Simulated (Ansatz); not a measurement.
## The standard entropy of C2Cl3F3 (1,1,2-trichlorotrifluoroethane) from a frequency calculation

A singlet with charge 0, relaxed at PBE0-D4/def2-TZVP (Ansatz 0.2.0):

```xyz
8

F    -1.1356   -0.9587    0.9246
C    -0.3558    0.0929    0.7016
F     0.5390    0.1699    1.6843
Cl   -1.3219    1.5606    0.6904
C     0.4033   -0.0898   -0.6484
F     1.1763    0.9840   -0.8373
Cl    1.4243   -1.5182   -0.5375
Cl   -0.7296   -0.2407   -1.9778
```

Harmonic wavenumbers in cm⁻¹: 72, 163, 200, 241, 289, 316, 354, 397, 444, 465, 540, 666, 821, 910, 1056, 1152, 1215, 1239.

Masses in u: F 18.998, C 12.011, Cl 35.45. Take T = 298.15 K, p = 1 bar, R = 8.3145 J/(mol K), kT/hc = 207.22 cm⁻¹, rigid rotor and harmonic oscillator.

Task: Work out S° at 298 K.

Result: 
1. Translation (Sackur–Tetrode): S = R[3/2 ln M + 5/2 ln T − 1.1517] with M = 187.366 gives 174.1 J/(mol K).
2. Rotation: principal moments 318.578, 462.501, 566.619 u Å² give A, B, C = 0.0529, 0.0364, 0.0298 cm⁻¹; the symmetry number is σ = 1; q = (√π/σ)√((kT/hc)³/ABC) = 697968; S = R(ln q + 3/2) = 124.4.
3. Vibration: with u = ν̃/207.22, each mode gives R[u/(eᵘ − 1) − ln(1 − e⁻ᵘ)]; the sum is 77.3, most from 72 cm⁻¹ (17.1), 163 cm⁻¹ (10.5), 200 cm⁻¹ (8.9).
4. Electronic: R ln 1 = 0.0, from the spin multiplicity alone.
5. Sum: 174.1 + 124.4 + 77.3 + 0.0 = 375.8 J/(mol K).

No measured value is set beside it here. Where a soft mode is a torsion, a harmonic oscillator describes it poorly.
